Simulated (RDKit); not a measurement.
Relaxed torsion scan: C₁₁H₁₁NSi, SMILES c1cccc([SiH2]c2ccncc2)c1. Scanned: dihedral C3–C4–Si5–C6 and dihedral C4–Si5–C6–C7; all other coordinates were relaxed at GFN2-xTB. Points at φ and −φ are mirror images.

Atom numbering (GFN2-xTB optimised geometry, Å):
```
24

C     -3.6723    -0.8525    -0.0922
C     -3.6328     0.4389    -0.5910
C     -2.4639     1.1737    -0.5143
C     -1.3124     0.6397     0.0574
Si     0.2678     1.6654     0.1696
C      1.7450     0.4847     0.1221
C      2.8213     0.6134     0.9945
C      3.8786    -0.2778     0.9090
N      3.9294    -1.2640     0.0298
C      2.9129    -1.3940    -0.8065
C      1.8104    -0.5561    -0.8018
C     -1.3724    -0.6596     0.5559
C     -2.5381    -1.4005     0.4828
H     -4.5834    -1.4299    -0.1522
H     -4.5149     0.8718    -1.0409
H     -2.4396     2.1807    -0.9061
H      0.3521     2.5778    -0.9784
H      0.3087     2.4238     1.4267
H      2.8320     1.4002     1.7341
H      4.7288    -0.2042     1.5758
H      2.9912    -2.2129    -1.5110
H      1.0054    -0.7126    -1.5053
H     -0.4913    -1.0985     1.0042
H     -2.5624    -2.4077     0.8738
```

Method: MMFF94 // GFN2-xTB (RDKit).

Energy in kcal/mol above the lowest grid point; x is the dihedral C3–C4–Si5–C6 (°), y the dihedral C4–Si5–C6–C7 (°).

| y \ x | -150 | -120 | -90 | -60 | -30 | 0 | 30 | 60 | 90 | 120 | 150 | 180 |
|---|---|---|---|---|---|---|---|---|---|---|---|---|
| 180 | 5.4 | 1.6 | 0.5 | 1.6 | 6.1 | 10.9 | 6.1 | 1.6 | 0.5 | 1.6 | 5.4 | 10.9 |
| 150 | 7.7 | 2.8 | 0.5 | 0.2 | 1.9 | 5.8 | 7.9 | 3.0 | 0.5 | 0.2 | 1.8 | 5.6 |
| 120 | 3.0 | 2.0 | 0.4 | 0.0 | 0.4 | 1.9 | 3.1 | 2.0 | 0.4 | 0.0 | 0.4 | 1.9 |
| 90 | 0.8 | 0.5 | 0.4 | 0.5 | 0.8 | 0.8 | 0.8 | 0.5 | 0.4 | 0.5 | 0.7 | 0.8 |
| 60 | 0.4 | 0.0 | 0.4 | 2.0 | 3.4 | 2.0 | 0.4 | 0.0 | 0.4 | 2.0 | 3.3 | 2.0 |
| 30 | 1.9 | 0.3 | 0.5 | 3.1 | 8.0 | 6.5 | 2.1 | 0.2 | 0.5 | 2.8 | 7.9 | 6.2 |
| 0 | 5.7 | 1.6 | 0.5 | 1.7 | 6.4 | 10.9 | 6.4 | 1.7 | 0.5 | 1.6 | 5.7 | 10.9 |
| -30 | 7.9 | 2.8 | 0.5 | 0.2 | 2.1 | 6.5 | 8.0 | 3.1 | 0.5 | 0.3 | 1.9 | 6.2 |
| -60 | 3.3 | 2.0 | 0.4 | 0.0 | 0.4 | 2.0 | 3.4 | 2.0 | 0.4 | 0.0 | 0.4 | 2.0 |
| -90 | 0.7 | 0.5 | 0.4 | 0.5 | 0.8 | 0.8 | 0.8 | 0.5 | 0.4 | 0.5 | 0.8 | 0.8 |
| -120 | 0.4 | 0.0 | 0.4 | 2.0 | 3.1 | 1.9 | 0.4 | 0.0 | 0.4 | 2.0 | 3.0 | 1.9 |
| -150 | 1.8 | 0.2 | 0.5 | 3.0 | 7.9 | 5.8 | 1.9 | 0.2 | 0.5 | 2.8 | 7.7 | 5.6 |

The six lowest points that lie below all their neighbours on the grid: x = -120, y = -120 (0.0 kcal/mol); x = 120, y = 120 (0.0 kcal/mol); x = -120, y = 60 (0.0 kcal/mol); x = 120, y = -60 (0.0 kcal/mol); x = -60, y = -60 (0.0 kcal/mol); x = 60, y = 60 (0.0 kcal/mol). The lowest path on the grid from the first to the second passes x = 180, y = -90 at 0.8 kcal/mol.

MMFF94 has few fitted parameters for silicon.
